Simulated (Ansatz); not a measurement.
Two structures of SiNH₇O₂, singlet, reached by relaxing down either side of one saddle point (PBE0-D4/def2-TZVP). Energies are electronic, without zero-point energy. Ansatz 0.2.0; basis: def2-TZVPP and def2-QZVPP; cores frozen in the correlated methods. Extrapolation: Hartree–Fock as exp(−7.88 √X), correlation as X^−2.97. First:

```json
{"atom": "Si1", "x (Å)": "-0.1120", "y (Å)": "-0.7140", "z (Å)": "0.1153"}
{"atom": "O2", "x (Å)": "1.4001", "y (Å)": "-0.5551", "z (Å)": "-0.5824"}
{"atom": "H3", "x (Å)": "0.0676", "y (Å)": "-2.1131", "z (Å)": "0.6938"}
{"atom": "H4", "x (Å)": "-1.2517", "y (Å)": "-0.9555", "z (Å)": "-0.8182"}
{"atom": "O5", "x (Å)": "-0.4745", "y (Å)": "0.0824", "z (Å)": "1.5409"}
{"atom": "H6", "x (Å)": "0.4461", "y (Å)": "1.8466", "z (Å)": "-0.1629"}
{"atom": "N7", "x (Å)": "-0.2634", "y (Å)": "1.2838", "z (Å)": "-0.6177"}
{"atom": "H8", "x (Å)": "1.9321", "y (Å)": "-1.3383", "z (Å)": "-0.4318"}
{"atom": "H9", "x (Å)": "-0.4657", "y (Å)": "-0.5226", "z (Å)": "2.2846"}
{"atom": "H10", "x (Å)": "-0.1058", "y (Å)": "1.3108", "z (Å)": "-1.6177"}
{"atom": "H11", "x (Å)": "-1.1727", "y (Å)": "1.6751", "z (Å)": "-0.4041"}
```

Second:

```json
{"atom": "Si1", "x (Å)": "-1.1161", "y (Å)": "-0.6153", "z (Å)": "-0.0710"}
{"atom": "O2", "x (Å)": "1.9471", "y (Å)": "0.3781", "z (Å)": "0.8083"}
{"atom": "H3", "x (Å)": "-0.7442", "y (Å)": "-1.7479", "z (Å)": "-0.9631"}
{"atom": "H4", "x (Å)": "-2.5912", "y (Å)": "-0.5446", "z (Å)": "0.0718"}
{"atom": "O5", "x (Å)": "-0.5318", "y (Å)": "-0.7360", "z (Å)": "1.4452"}
{"atom": "H6", "x (Å)": "1.3729", "y (Å)": "0.6439", "z (Å)": "0.0646"}
{"atom": "N7", "x (Å)": "-0.4046", "y (Å)": "0.7711", "z (Å)": "-0.8559"}
{"atom": "H8", "x (Å)": "2.7215", "y (Å)": "-0.0352", "z (Å)": "0.4218"}
{"atom": "H9", "x (Å)": "0.4172", "y (Å)": "-0.5343", "z (Å)": "1.5174"}
{"atom": "H10", "x (Å)": "-0.3412", "y (Å)": "0.7336", "z (Å)": "-1.8636"}
{"atom": "H11", "x (Å)": "-0.7295", "y (Å)": "1.6867", "z (Å)": "-0.5757"}
```

Question: Which bonds change from the first to the second?

Answer: SiH₄O₂ ([OH][SiH2][OH]) + NH₃ → SiNH₅O ([NH2][SiH2][OH]) + H₂O; bonds formed: O2–H6; dative contacts that become bonds: Si1–N7; bonds broken: Si1–O2, H6–N7.

Question: Give the saddle point's structure and its height above each. (An estimate is asked for; the value comes from the calculation.)

Answer: Computed: 1.439 eV above the first and 1.170 eV above the second (CCSD(T) at an estimated basis limit (MP2 extrapolated from triple and quadruple zeta, plus CCSD(T) − MP2 in triple zeta)).
```
11
angstrom
Si -0.5527 -0.5989 0.0841
O 1.4315 -0.0272 0.4256
H 0.0281 -1.7289 -0.6915
H -2.0162 -0.7304 -0.2278
O -0.7009 -0.5117 1.7178
H 0.8719 0.8296 -0.3751
N -0.2305 1.0084 -0.8135
H 2.0924 -0.6111 0.0491
H 0.1658 -0.3881 2.1190
H -0.3304 0.9578 -1.8199
H -0.7590 1.8005 -0.4679
```

No T1 diagnostic of these runs exceeds 0.012.

Labels in which every atom is bracketed show which atoms are joined, not bond orders.

For scale, one of the runs: CCSD(T)/def2-TZVPP, 233 basis functions, launched by `ansatz run in.yaml --threads 4 --pin off --events-out ev --progress --plain --max-ram 9574MiB`. Time: 88 s of wall clock on 4 CPU threads of an Arm Neoverse V2; the host was shared. Peak host memory: 4.2 GiB.
